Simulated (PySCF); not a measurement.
AlH7O2Si2, SMILES [OH][Al]([SiH2][SiH3])[OH]. Heavy atoms are numbered as in [SiH3:1][SiH2:2][Al:3]([OH:4])[OH:5]. Hydrogens are named by the atom that carries them.

Coordinates come from a TPSSh-D3(BJ)/def2-SVP optimisation. The structure was generated by enumeration; whether it is a known compound was not checked. One conformer was computed; it need not be the lowest.

Method: B3LYP/pcSseg-1 run with PySCF.

GIAO shieldings, no solvent; atoms alike by connectivity are averaged. δ = σ(ref) − σ: ²⁹Si against TMS (σ = 338.7 ppm); ¹⁷O against H2O (σ = 333.8 ppm); ¹H against TMS (σ = 31.68 ppm), references at their B3LYP-D3(BJ)/def2-TZVP geometries, non-relativistic.

```json
[
 {"atoms": "Si1 (SiH3)", "nucleus": "²⁹Si", "count": "1", "δ (ppm)": "___"},
 {"atoms": "Si2 (SiH2)", "nucleus": "²⁹Si", "count": "1", "δ (ppm)": "-144.0"},
 {"atoms": "O4 (OH)", "nucleus": "¹⁷O", "count": "2", "δ (ppm)": "___"},
 {"atoms": "H on Si1", "nucleus": "¹H", "count": "3", "δ (ppm)": "3.80"},
 {"atoms": "H on Si2", "nucleus": "¹H", "count": "2", "δ (ppm)": "3.03"},
 {"atoms": "H on O4", "nucleus": "¹H", "count": "2", "δ (ppm)": "___"}
]
```

Q: Complete the blanks. (An estimate is asked for; the answer gives what the named calculation found.)

A: 
- Si1 (SiH3), δ (ppm): -102.7
- H on O4, δ (ppm): 2.40
- O4 (OH), δ (ppm): 55.9
